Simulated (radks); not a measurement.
The numbers below are computed, except where a source is named.
Task: Ionisation of He, [He], to He+, 1s1, under several functionals. Scalar-relativistic Kohn-Sham, spin-polarised, spherical densities, point nucleus; open shells are filled with parallel spins first; a radial shooting solver on a logarithmic mesh with Libxc functionals. The NIST Atomic Spectra Database gives 24.587 eV (measured). Rank these functionals by the error of their Delta-SCF ionisation energy: XLYP; BLYP; revPBE; LDA (Slater exchange, Perdew-Wang correlation); BP86; LDA (Slater exchange, Perdew-Zunger correlation); PBE.

Result: From best to worst: revPBE 24.629 eV (+0.042); PBE 24.468 eV (-0.119); BLYP 24.816 eV (+0.228); BP86 24.861 eV (+0.273); LDA (Slater exchange, Perdew-Wang correlation) 24.292 eV (-0.295); LDA (Slater exchange, Perdew-Zunger correlation) 24.284 eV (-0.303); XLYP 24.900 eV (+0.313).
